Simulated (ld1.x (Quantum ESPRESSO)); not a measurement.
# germanium (Ge), PAW: configuration errors across variants

- Element: germanium (Ge)
- Generator: ld1.x (Quantum ESPRESSO) 7.5
- Type: PAW
- Functional: PBE
- Relativity: fully relativistic
- Frozen core: [Ne]
- Valence charge: 22
- Reference configuration: 3s2 3p6 3d10 4s2 4p1.5 (charge +0.5)
- Partial waves: 3s (bound): rcut 0.85, rcutus 1.00 bohr; 4s (bound): rcut 0.85, rcutus 1.00 bohr; 3p (bound): rcut 0.90, rcutus 1.05 bohr; 4p (bound): rcut 0.90, rcutus 1.05 bohr; 3d (bound): rcut 0.90, rcutus 1.10 bohr; 3d channel at 1 Ry: rcut 0.90, rcutus 1.10 bohr
- Local potential: all-electron potential smoothed inside 0.90 bohr (lloc = -2)
- Core correction: Bessel-smoothed model core inside 0.70 bohr
- Augmentation charge: BESSEL, radius 0.95 bohr

Open shells are filled in proportion to 2j + 1 (rel_dist='average').

All-electron excitation energies from the reference (eV): (1) 3s2 3p6 3d10 4s2 4p2 -2.803; (2) 3s2 3p6 3d10 4s2 4p1 4.643; (3) 3s2 3p6 3d10 4s2 4p0 20.085; (4) 3s2 3p6 3d10 4s1 4p0 54.876; (5) 3s2 3p6 3d9 4s2 4p3 26.817; (6) 3s2 3p5 3d10 4s2 4p2 122.926; (7) 3s1 3p6 3d10 4s2 4p2 175.972.

3 further variants failed, have other tests or another functional or relativity, and are left out.

Errors AE − PS in meV (a dash: test not solved or not reliable):

```tsv
change	(1)	(2)	(3)	(4)	(5)	(6)	(7)	bound ghosts
base	0.0	+0.1	+0.5	+2.0	-0.2	-1.5	+23	not determined
local potential all-electron potential smoothed inside 0.95 bohr (lloc = -1)	0.0	+0.1	+0.3	+1.2	+5.9	+5.8	+33	not determined
local potential all-electron potential smoothed inside 0.68 bohr (lloc = -2)	+0.1	+0.2	+0.4	+6.9	+108	+79	+20	not determined
core correction Bessel-smoothed model core inside 1.20 bohr	0.0	+0.1	+0.5	+2.0	-0.2	-1.5	+23	not determined
waves 3p (bound): rcut 0.90, rcutus 1.22 bohr; 4p (bound): rcut 0.90, rcutus 1.22 bohr	+0.1	+0.1	+0.4	+1.6	+9.1	+18	+56	not determined
wave 3d channel at 1 Ry: rcut 0.90, rcutus 1.10 bohr becomes 3d channel at 0.73 Ry: rcut 0.90, rcutus 1.10 bohr	0.0	+0.1	+0.5	+2.0	-0.7	-2.0	+22	not determined
```

(1) Give the same row for: waves 3d (bound): rcut 0.90, rcutus 1.46 bohr; 3d channel at 1 Ry: rcut 0.90, rcutus 1.46 bohr.

Answers

(1) 0.0, +0.1, +0.6, +4.0, -52, -54, -59; bound ghosts: not determined.
